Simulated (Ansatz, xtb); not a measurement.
**C2H5BrGeSi: which of two isomers lies lower**

Structure X: `C#C[SiH2][GeH2][Br]`, a singlet. Structure Y: `C#[C][GeH2][SiH2]Br`, a singlet. Both are isolated molecules in the gas phase, relaxed with PBE0-D3(BJ)/def2-SVP; the shapes shown needn't be the lowest conformers.

X (Å):

| atom | x (Å) | y (Å) | z (Å) |
| --- | --- | --- | --- |
| C | -0.5016 | 0.8293 | -1.4445 |
| C | 0.1852 | 0.2810 | -0.6030 |
| Br | 1.3531 | 2.8863 | 2.3429 |
| Ge | 0.7266 | 0.6843 | 2.7405 |
| Si | 1.1944 | -0.4837 | 0.7154 |
| H | -1.1055 | 1.3135 | -2.1918 |
| H | 2.6465 | -0.3514 | 0.4050 |
| H | 0.8401 | -1.9277 | 0.8586 |
| H | 1.5534 | 0.2024 | 3.9466 |
| H | -0.7682 | 0.7070 | 3.1024 |

Y (Å):

| atom | x (Å) | y (Å) | z (Å) |
| --- | --- | --- | --- |
| C | -0.1271 | -2.2489 | 0.3239 |
| C | 0.3425 | -1.1331 | 0.2042 |
| Br | 1.4198 | 3.7653 | 2.1037 |
| Ge | 1.0473 | 0.6314 | 0.1078 |
| Si | 0.6128 | 1.6806 | 2.2008 |
| H | -0.5391 | -3.2381 | 0.4190 |
| H | 2.5582 | 0.5533 | -0.1581 |
| H | 0.3508 | 1.3871 | -1.0338 |
| H | 1.2951 | 0.9677 | 3.3183 |
| H | -0.8502 | 1.7586 | 2.4761 |

Problem. Estimate which is lower in electronic energy at CCSD(T)/def2-SVP + ΔMP2/def2-TZVPP, and by roughly how much.

Solution. Too close to call at this level: CCSD(T)/def2-SVP + ΔMP2/def2-TZVPP gives E(Y) − E(X) = +1.56 kcal/mol.

Level by level:

```json
{"level": "GFN2-xTB", "geometry": "GFN2-xTB", "E(Y) − E(X) (kcal/mol)": "+5.81", "departure from the last row (kcal/mol)": "+4.25", "job, with rough time for the two": "optimisation, 0.16 s"}
{"level": "HF/STO-3G", "geometry": "GFN2-xTB", "E(Y) − E(X) (kcal/mol)": "−2.90", "departure from the last row (kcal/mol)": "−4.47", "job, with rough time for the two": "single point, 0.92 s"}
{"level": "r2SCAN-D4/def2-SVP", "geometry": "GFN2-xTB", "E(Y) − E(X) (kcal/mol)": "+2.80", "departure from the last row (kcal/mol)": "+1.23", "job, with rough time for the two": "single point, 6.9 s"}
{"level": "PBE0-D3(BJ)/def2-SVP", "geometry": "PBE0-D3(BJ)/def2-SVP", "E(Y) − E(X) (kcal/mol)": "+2.68", "departure from the last row (kcal/mol)": "+1.12", "job, with rough time for the two": "optimisation, 67 s"}
{"level": "HF/def2-SVP", "geometry": "PBE0-D3(BJ)/def2-SVP", "E(Y) − E(X) (kcal/mol)": "+3.15", "departure from the last row (kcal/mol)": "+1.59", "job, with rough time for the two": "part of the CCSD(T) run"}
{"level": "MP2/def2-SVP", "geometry": "PBE0-D3(BJ)/def2-SVP", "E(Y) − E(X) (kcal/mol)": "+2.23", "departure from the last row (kcal/mol)": "+0.67", "job, with rough time for the two": "part of the CCSD(T) run"}
{"level": "CCSD(T)/def2-SVP", "geometry": "PBE0-D3(BJ)/def2-SVP", "E(Y) − E(X) (kcal/mol)": "+2.39", "departure from the last row (kcal/mol)": "+0.83", "job, with rough time for the two": "single point"}
{"level": "CCSD(T)/def2-SVP + ΔMP2/def2-TZVPP", "geometry": "PBE0-D3(BJ)/def2-SVP", "E(Y) − E(X) (kcal/mol)": "+1.56", "departure from the last row (kcal/mol)": "", "job, with rough time for the two": "single point, 1.8 min"}
```

As drawn, Y has 1 C–Ge, 1 Br–Si in place of 1 C–Si, 1 Br–Ge.

HF/STO-3G puts the two in the other order. The largest departure from CCSD(T)/def2-SVP + ΔMP2/def2-TZVPP is that of HF/STO-3G, 4.47 kcal/mol. The last row adds to CCSD(T) the change of the MP2 difference between the two basis sets, here −0.83 kcal/mol.

With thermal terms from frequencies at re-optimised GFN2-xTB minima (ideal gas, soft modes damped towards free rotors, one conformer each, 298.15 K, 1 atm): the zero-point term adds +0.75 kcal/mol; ΔH is +2.20 and ΔG +2.68 kcal/mol.

The correlated steps freeze 25 core orbitals; the filled d shell of Br and Ge is correlated, in a basis made for valence electrons. Programs: Ansatz 0.2.0, xtb 6.7.1; the last row on 2 threads of Arm Neoverse V2 on a shared host.
